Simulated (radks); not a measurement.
The numbers below are computed, except where a source is named.
Problem. All-electron atom: the strontium ion Sr3+ in [Ar] 3d10 4s1.75 4p5.25 (fractional occupations, a model configuration). Level of theory: scalar-relativistic Kohn-Sham, PBE, spin-unpolarised, spherical densities, finite nucleus; Fermi nuclear charge, rms radius 4.224 fm (a radial shooting solver on a logarithmic mesh with Libxc functionals). Some entries of the table are withheld. Estimate them.

orbital  occ.  eigenvalue (eV)  <1/r> (bohr^-1)  <r> (bohr)
1s          2        -15968.34            38.99     0.03916
2s          2        -2188.953            8.703      0.1725
2p          6        -1948.492            8.497      0.1504
3s          2              (1)            2.919      0.4918
3p          6        -286.7921            2.764         (2)
3d         10              (3)            2.510         (4)
4s       1.75         -69.2178            1.015       1.324
4p       5.25              (5)           0.8891         (6)

Solution. 
(1) 3s eigenvalue (eV): -364.4228
(2) 3p <r> (bohr): 0.4982
(3) 3d eigenvalue (eV): -158.6263
(4) 3d <r> (bohr): 0.4974
(5) 4p eigenvalue (eV): -50.3338
(6) 4p <r> (bohr): 1.490
